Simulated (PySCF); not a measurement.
SMILES N[SiH2]OB(O)O, singlet at its PBE0/def2-SVP optimised geometry (Å):

```
12

Si     1.3288    -0.7814     0.0505
N      1.0329    -1.9838    -1.1386
O      0.3038     0.5568     0.0000
B     -1.0584     0.5568     0.0000
O     -1.7623     1.7267     0.0000
O     -1.7387    -0.6303    -0.0002
H      1.1917    -1.3954     1.3996
H      2.6905    -0.2313    -0.1822
H      1.3192    -1.8261    -2.0982
H      0.1509    -2.4848    -1.1030
H     -1.1698     2.4848     0.0116
H     -2.6905    -0.4907     0.0193
```

Computed with PBE0/def2-TZVP run with PySCF 2.14.0.

Map of the deformation density (molecule minus spherical neutral atoms) (e/bohr³) on the plane z = 1.5 Å:

```
|111111111111111111111111111|
|111111111111111111111111111|
|111111110000011111111111111|
|111111000000000111111111111|
|111111000000000011111111111|
|111110000000000001111111111|
|111110000000000000011111111|
|111100000000000000000111111|
|111000110000000000000001111|
|111000000000000000000000111|
|110000000000000000000000111|
|110000000000000000000000011|
|100000000000000000000000001|
|100000000000000000000000001|
|100000000000000000000000001|
|100000000000000232100000001|
|110000000000001395100000001|
|110000000000000284100000001|
|111000000000000011000000011|
|111100000000000000000000011|
|111111110000000000000000111|
|111111111100000000000000111|
|111111111110000000000001111|
|111111111111100000000111111|
|111111111111111101111111111|
|111111111111111111111111111|
|111111111111111111111111111|
```
Scale: ten equal steps from -0.004 (start of '0') to 0.039 (end of '9'), in the order '0123456789'; x runs from -5.00 to 5.00, y from -5.00 (bottom) to 5.00 (top).
